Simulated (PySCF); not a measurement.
## A small calculation by hand: chemical shift, span and skew from a shielding tensor

FH3SSi, SMILES F[SiH2]S. Atoms are numbered in the order given.

```xyz
6

Si    -0.6090    -0.4741    -0.0059
F     -1.5688     0.7737     0.2998
S      1.4242     0.1153    -0.2204
H     -0.7718    -1.4115     1.1192
H     -1.0026    -1.0486    -1.3036
H      1.6330     0.2895     1.0965
```

The structure is a stationary point at B3LYP-D3(BJ)/def2-TZVP. The values are those of a single conformer.

GIAO shieldings from KT2/pcSseg-2 run with PySCF, non-relativistic, no solvent. The symmetric part of the tensor of Si1 has the principal values 276.7, 355.5, 427.6 ppm. The same nucleus in TMS has σ = 351.7 ppm at this level (PySCF, at its B3LYP-D3(BJ)/def2-TZVP geometry).

Task: Work out the isotropic shielding, the ²⁹Si shift against TMS, the span and the skew.

Result: 
σ(iso) = (σ11 + σ22 + σ33)/3 = 353.3 ppm. δ = σ(ref) − σ(iso) = 351.7 − (353.3) = -1.6 ppm.
Span Ω = σ33 − σ11 = 150.9 ppm. Skew κ = 3(σ(iso) − σ22)/Ω = -0.04. Tumbling in solution averages the tensor to δ; in a static solid the shielding alone would spread this spin-1/2 line over Ω.
